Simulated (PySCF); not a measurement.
## SiI: frontier orbitals

LDA at R = 2.459 Å; Si x2c-SVPall, I x2c-SVPall; spin-free X2C with a Gaussian nucleus (PySCF 2.14). State: ²Π (doublet), unpaired electrons π ↑. Only the outer orbitals are listed, counted within each symmetry.

```csv
spin,orbital,occ.,ε (eV),on Si (%),main shells (%)
α,13σ,1,-17.84,8,91 I s
α,14σ,1,-11.66,71,"70 Si s, 21 I p"
α,15σ,1,-7.47,49,"50 I p, 26 Si p, 22 Si s"
α,7π,1,-7.34,13,"86 I p, 12 Si p"
α,7π,1,-7.20,14,"86 I p, 13 Si p"
α,8π,1,-4.06,85,"85 Si p, 13 I p"
α,8π,0,-4.10,86,"86 Si p, 13 I p"
α,16σ,0,-1.42,72,"68 Si p, 25 I p"
α,17σ,0,2.89,92,"81 Si s, 10 I d"
β,13σ,1,-17.77,7,92 I s
β,14σ,1,-11.17,66,"65 Si s, 27 I p"
β,7π,1,-7.29,11,"89 I p, 10 Si p"
β,15σ,1,-7.17,53,"47 I p, 27 Si s, 24 Si p"
β,7π,1,-7.00,9,91 I p
β,8π,0,-3.74,88,"88 Si p, 10 I p"
β,8π,0,-3.05,90,"90 Si p, 8 I p"
β,16σ,0,-1.12,73,"69 Si p, 23 I p"
```

Q: Which are the highest filled and the lowest empty level, where do they sit, and how wide is the gap?

A: Highest filled α 8π at -4.06 eV (in %: 85 Si p, 13 I p); lowest empty α 8π at -4.10 eV (in %: 86 Si p, 13 I p); the gap at LDA is -0.04 eV. Both belong to one degenerate shell, split only by its one-sided filling, so this is no excitation gap.

| Item | Value |
| --- | --- |
| bond order (Mayer) | 1.40 |
| ⟨S²⟩ | 0.753 |
| charge on Si (Mulliken, basis-dependent) | 0.12 |
| charge on Si (Löwdin, basis-dependent) | -0.01 |
| dipole moment (positive dipole means Si(−)I(+)) | -0.30 D |
| polarisability along the bond | 83.2 bohr³ |
| polarisability across the bond | 35.1 bohr³ |

Spin–orbit coupling is left out. The state is the lowest determinant that a PBE0 search found; another state may lie lower at other levels.
